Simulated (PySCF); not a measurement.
**Dipole response of Co+ (cobalt, charge +1)**

[Ar] 3d7 4s1, high-spin 5F determinant (an excited configuration). All numbers are calculated (PySCF 2.14, the non-relativistic Hamiltonian (point nucleus), in aug-cc-pVQZ). Coupled (time-dependent) response in atomic units; α is the mean over directions.

```csv
method,mean α (bohr³),C₆ (like pair),S(−4)
UHF,33.09,165.5,1053
```

S(−4) is the Cauchy moment in α(ω) = α(0) + S(−4) ω² + …

α(iu) at UHF:

```json
{"u (hartree)": "0", "α(iu) (bohr³)": "33.09"}
{"u (hartree)": "0.0500", "α(iu) (bohr³)": "30.68"}
{"u (hartree)": "0.100", "α(iu) (bohr³)": "25.32"}
{"u (hartree)": "0.200", "α(iu) (bohr³)": "15.60"}
{"u (hartree)": "0.300", "α(iu) (bohr³)": "10.23"}
{"u (hartree)": "0.500", "α(iu) (bohr³)": "5.686"}
{"u (hartree)": "0.750", "α(iu) (bohr³)": "3.595"}
{"u (hartree)": "1.00", "α(iu) (bohr³)": "2.625"}
{"u (hartree)": "1.50", "α(iu) (bohr³)": "1.694"}
{"u (hartree)": "2.00", "α(iu) (bohr³)": "1.229"}
{"u (hartree)": "3.00", "α(iu) (bohr³)": "0.7545"}
{"u (hartree)": "5.00", "α(iu) (bohr³)": "0.3765"}
```

A single London oscillator, α(iu) = α/(1 + u²/ω²), gives C₆ = (3/4) ω α². Matching the computed C₆ needs ω = 4 × 165.5 / (3 × 33.09²) = 0.202 hartree.

For an ion, C₆ is the dispersion term alone; charge-induced terms of lower order in 1/R come first.
